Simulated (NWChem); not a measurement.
Species: C$_{3}$H$_{4}$ClF; SMILES C/C(Cl)=C\F

Computed with NWChem. All runs use the structure optimised with PBE0/def2-SVP. B3LYP is NWChem's, with the RPA form of VWN correlation. Total energies of different functionals are on different scales.

```json
[
 {"level": "B3LYP/def2-SVP", "energy (Ha)": "-676.4461", "highest occupied level (eV)": "-6.69", "orbital gap (eV)": "6.81", "dipole (D)": "0.41", "relative time": "2"},
 {"level": "PBE/def2-SVP", "energy (Ha)": "-675.9949", "highest occupied level (eV)": "-5.66", "orbital gap (eV)": "5.02", "dipole (D)": "0.47", "relative time": "2"},
 {"level": "TPSS/def2-SVP", "energy (Ha)": "-676.4842", "highest occupied level (eV)": "-5.78", "orbital gap (eV)": "5.25", "dipole (D)": "0.48", "relative time": "2"},
 {"level": "LDA (Slater exchange, VWN5)/def2-SVP", "energy (Ha)": "-673.2351", "highest occupied level (eV)": "-5.79", "orbital gap (eV)": "4.96", "dipole (D)": "0.48", "relative time": "2"},
 {"level": "BLYP/def2-SVP", "energy (Ha)": "-676.3568", "highest occupied level (eV)": "-5.47", "orbital gap (eV)": "5.00", "dipole (D)": "0.41", "relative time": "2"},
 {"level": "B97-2/def2-SVP", "energy (Ha)": "-676.4004", "highest occupied level (eV)": "-6.76", "orbital gap (eV)": "6.97", "dipole (D)": "0.46", "relative time": "2"},
 {"level": "BP86/def2-SVP", "energy (Ha)": "-676.4730", "highest occupied level (eV)": "-5.77", "orbital gap (eV)": "5.03", "dipole (D)": "0.47", "relative time": "2"},
 {"level": "Hartree-Fock/def2-SVP", "energy (Ha)": "-674.5257", "highest occupied level (eV)": "-9.81", "orbital gap (eV)": "14.08", "dipole (D)": "0.38", "relative time": "1"},
 {"level": "PBE0/def2-SVP", "energy (Ha)": "-676.0465", "highest occupied level (eV)": "-6.98", "orbital gap (eV)": "7.28", "dipole (D)": "0.45", "relative time": "2"},
 {"level": "CAM-B3LYP/def2-SVP", "energy (Ha)": "-676.3509", "highest occupied level (eV)": "-8.25", "orbital gap (eV)": "9.79", "dipole (D)": "0.41", "relative time": "7"},
 {"level": "LC-wPBE (HJS exchange hole, range parameter 0.4 per bohr)/def2-SVP", "energy (Ha)": "-676.1332", "highest occupied level (eV)": "-9.68", "orbital gap (eV)": "12.31", "dipole (D)": "0.46", "relative time": "6"}
]
```

The last column is a rough cost ratio, cheapest run = 1.
